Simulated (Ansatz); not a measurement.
Ansatz (a program for electronic structure) input:

Ansatz 0.2 input:
```yaml
crystal:
  periodic: [false, false, false]
  atoms:
    - {symbol: Se, position_ang: [-2.02325987, -0.96109939, -0.25137356]}
    - {symbol: Se, position_ang: [0.08128135, -1.00791912, 0.42278854]}
    - {symbol: I, position_ang: [1.24579755, 1.26314396, -0.10996433]}
basis:
  gaussian:
    orbitals: def2-TZVP
hamiltonian:
  xc: b3lyp
  dispersion: d3bj
magnetization: {spin_polarized: true, initial_magnetization: 1}
phonons: {temperatures: {t_min: 298.15, t_max: 298.15, t_step: 100}}
```

Q: Predict the final energy.

A: -5101.01949 Eh (B3LYP-D3(BJ)/def2-TZVP). The basis has 146 functions.

It need not be the lowest isomer of its formula.
